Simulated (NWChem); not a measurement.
## F2Zn

```xyz
3

Zn     0.0000     0.0000     0.0000
F      0.0000     0.0000     1.7300
F      0.0000     0.0000    -1.7300
```
Charge 0, spin multiplicity 1.

Program: NWChem. Structure: optimised with PBE0/def2-SVP, a minimum by its harmonic frequencies.

The field's frequency is 0.0428 Ha (1065 nm). This basis has no diffuse functions, which lowers polarisabilities.

B3LYP has NWChem's definition, with VWN1-RPA local correlation. The Pople sets run with spherical d functions. The structure started from a generated list of species.

Give the polarisability tensor in bohr³ at B3LYP/6-31G* (spherical d), VWN1-RPA local correlation, in the frame of the coordinates, and its isotropic mean.


```
13.48   0.00   0.00
 0.00  13.48   0.00
 0.00   0.00  24.12
```
Mean (one third of the trace): 17.03 bohr³.
